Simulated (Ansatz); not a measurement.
Consider the formal exchange of groups at the Al–O bond: `C[Si](F)(F)[O][AlH2]` + `CCNCN` → `NC[NH][AlH2]` + `CCO[Si](C)(F)F`.

Calculated with Ansatz (gas phase, PBE0-D4/def2-TZVP geometries, no zero-point term in ΔE). CCSD(T)/CBS adds triple-zeta CCSD(T) − MP2 to the extrapolated MP2 energy (def2 sets, frozen cores). DFT in def2-TZVPP. One conformer a species, not always the lowest.

`C[Si](F)(F)[O][AlH2]`:

Z-matrix (Å, degrees):
```
C
Si 1 1.837
H 1 1.092 2 110.7
H 1 1.092 2 110.7 3 120.0
H 1 1.092 2 110.7 3 -120.1
F 2 1.589 1 109.9 3 -177.7
F 2 1.589 1 109.9 3 -62.3
O 2 1.599 1 113.4 3 60.0
Al 8 1.690 2 171.6 1 -178.3
H 9 1.577 8 117.6 2 89.2
H 9 1.577 8 117.5 2 -92.4
```

`CCNCN`:

```xyz
15

C     0.433    1.929    0.150
C     0.677    0.785   -0.828
N    -0.243   -0.330   -0.752
C    -0.234   -1.062    0.488
N    -1.128   -2.189    0.345
H     0.532    1.604    1.188
H    -0.571    2.342    0.022
H     1.151    2.738   -0.013
H     1.690    0.390   -0.682
H     0.647    1.170   -1.852
H    -1.192   -0.043   -0.961
H     0.817   -1.331    0.690
H    -0.585   -0.483    1.359
H    -0.780   -2.818   -0.367
H    -1.214   -2.701    1.213
```

`NC[NH][AlH2]`:

```xyz
11

N    -1.303    1.293    0.262
C    -0.799   -0.063    0.388
N     0.134   -0.356   -0.666
Al    1.814   -0.895   -0.531
H    -2.053    1.463    0.922
H    -0.566    1.962    0.448
H    -1.671   -0.729    0.347
H    -0.292   -0.266    1.344
H    -0.285   -0.177   -1.570
H     2.406   -1.074    0.928
H     2.615   -1.158   -1.871
```

`CCO[Si](C)(F)F`:

```xyz
15

C    -0.500   -2.276    0.451
C     0.272   -1.156    1.108
O    -0.142    0.115    0.623
Si    0.466    0.929   -0.628
C    -0.319    2.579   -0.758
F     2.045    1.050   -0.470
F     0.271    0.107   -1.978
H    -1.572   -2.147    0.612
H    -0.314   -2.302   -0.624
H    -0.201   -3.237    0.877
H     0.096   -1.149    2.187
H     1.349   -1.284    0.954
H     0.083    3.130   -1.611
H    -1.398    2.478   -0.890
H    -0.137    3.162    0.147
```

CCSD(T)/CBS gives +83.9 kJ/mol.

Task: Another level gave +78.0 kJ/mol. Which?
A. SCS-MP2/def2-TZVPP
B. PBE/def2-TZVPP
C. r2SCAN/def2-TZVPP
D. HF/def2-TZVPP

Result: C. r2SCAN 78.0, PBE 71.3, SCS-MP2/def2-TZVPP 84.7, HF/def2-TZVPP 90.2 kJ/mol.

Largest T1 diagnostic among the species: 0.012.

In def2-TZVPP, CCSD(T) changes the Hartree–Fock value by −8.1 kJ/mol (the triples alone add −2.2 kJ/mol) and MP2 by −4.4 kJ/mol. From PBE to PBE0 (25 % exact exchange), in def2-TZVPP and without D4, ΔE moves by +6.9 kJ/mol.
